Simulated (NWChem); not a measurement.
Species: hydrogen bromide (HBr); SMILES Br

Computed with NWChem. Geometry: optimised at PBE0/def2-SVP. Level TPSS/def2-SVP: single points from the atomic guess with DIIS by default; each run changes one setting, and all converged runs end within 0.3 mHa of each other. NWChem's automatic level shift, which a small gap switches on, acted in some of these runs.

| setting | SCF iterations |
|---|---|
| defaults | 6 |
| level shift of 0.5 Ha throughout | 11 |
| no DIIS, 40 % damping | 13 |
| DIIS on 3 Fock matrices | 6 |
| DIIS on 20 Fock matrices | 6 |
| core-Hamiltonian guess | 12 |
